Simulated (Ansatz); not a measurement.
One change: `[NH2][SnH2][CH2][SiH3]` becomes `[CH3][SnH2][CH2][SiH3]`.

Ansatz, PBE0-D4/def2-TZVP geometries, multiplicity 1. Each molecule was computed in one conformer, which needn't be the lowest.

Elements past krypton have def2 core potentials.

| property | `[NH2][SnH2][CH2][SiH3]` |
| --- | --- |
| HOMO–LUMO gap (PBE0/def2-TZVPP) / eV | 7.04 |
| HOMO energy (PBE/def2-TZVPP) / eV | -5.73 |
| size of the dipole moment (ωB97M-V/def2-TZVPP) / D | 1.19 |
| LUMO energy (ωB97M-V/def2-TZVPP) / eV | 1.34 |
| HOMO–LUMO gap (PBE/def2-TZVPP) / eV | 4.89 |
| HOMO–LUMO gap (ωB97M-V/def2-TZVPP) / eV | 10.73 |

(1) What does the change do to each property? (Best estimate.)

## Answers

(1) Ansatz gave: 
```csv
property,`[CH3][SnH2][CH2][SiH3]`,shift
HOMO–LUMO gap (PBE0/def2-TZVPP) / eV,8.20,1.16
HOMO energy (PBE/def2-TZVPP) / eV,-6.87,-1.14
size of the dipole moment (ωB97M-V/def2-TZVPP) / D,0.81,-0.38
LUMO energy (ωB97M-V/def2-TZVPP) / eV,1.49,0.15
HOMO–LUMO gap (PBE/def2-TZVPP) / eV,6.30,1.41
HOMO–LUMO gap (ωB97M-V/def2-TZVPP) / eV,11.64,0.91
```

With PBE0 the HOMO falls by 0.92 eV and the LUMO rises by 0.23 eV, so the gap widens by about 1.15 eV. PBE moves the HOMO by -1.14 eV and ωB97M-V by -0.75 eV. Dipoles are sizes alone; their direction can turn.
